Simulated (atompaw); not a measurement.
# Which change was made? (Bi, PAW (atompaw))

```
Element                 : Bi
Generator               : atompaw 4.2.0.5
Type                    : PAW
Functional              : PBE
Relativity              : scalar-relativistic
Frozen core             : [Xe] 4f14 5d10
Valence charge          : 5
Reference configuration : 6s2 6p3
Partial waves           : 6s (bound): rc 2.15 bohr; 6s channel at 0.85 Ry: rc 2.15 bohr; 6p (bound): rc 2.15 bohr; 6p channel at 1.65 Ry: rc 2.15 bohr
Local potential         : bessel scheme, radius 1.75 bohr
Core correction         : smooth core density matched at 1.65 bohr
Augmentation charge     : besselshape compensation charge, radius 1.85 bohr; PAW radius 2.15 bohr; waves and projectors: custom rrkj gramschmidtortho
```

Cutoffs, loose and tight: the cutoffs (Ry, on a coarse ladder) from which the occupation-weighted sum of valence levels, in a spherical-Bessel basis at the reference potential, stays within 10 and 1 mRy of its value at 400 Ry. They see the waves, projectors and local potential, not the compensation charge or the core.

The base gives: outcome: generated; cutoff, loose: 8 Ry; cutoff, tight: 15 Ry; bound ghosts: d.

Question: After one change the result is: outcome: generated; cutoff, loose: 8 Ry; cutoff, tight: 15 Ry; bound ghosts: none. Which change was it?
A. core [Xe] 4f14, valence charge 15; reference 5d10 6s2 6p2; waves now 6s (bound): rc 1.80 bohr; 6s channel at -1.25 Ry: rc 2.15 bohr; 6p (bound): rc 2.15 bohr; 6p channel at 4.15 Ry: rc 2.15 bohr; 5d (bound): rc 2.15 bohr; 5d channel at 2.45 Ry: rc 2.15 bohr; local potential bessel scheme, radius 1.95 bohr; core correction smooth core density matched at 1.50 bohr; augmentation besselshape compensation charge, radius 1.80 bohr; PAW radius 2.15 bohr; waves and projectors: custom rrkj gramschmidtortho
B. non-relativistic
C. local potential bessel scheme, radius 2.14 bohr

Answer: C. The others give: non-relativistic → outcome: generated; cutoff, loose: 10 Ry; cutoff, tight: 18 Ry; bound ghosts: d | core [Xe] 4f14, valence charge 15; reference 5d10 6s2 6p2; waves now 6s (bound): rc 1.80 bohr; 6s channel at -1.25 Ry: rc 2.15 bohr; 6p (bound): rc 2.15 bohr; 6p channel at 4.15 Ry: rc 2.15 bohr; 5d (bound): rc 2.15 bohr; 5d channel at 2.45 Ry: rc 2.15 bohr; local potential bessel scheme, radius 1.95 bohr; core correction smooth core density matched at 1.50 bohr; augmentation besselshape compensation charge, radius 1.80 bohr; PAW radius 2.15 bohr; waves and projectors: custom rrkj gramschmidtortho → outcome: failed: atompaw: The overlap operator has at least one negative eigenvalue!.
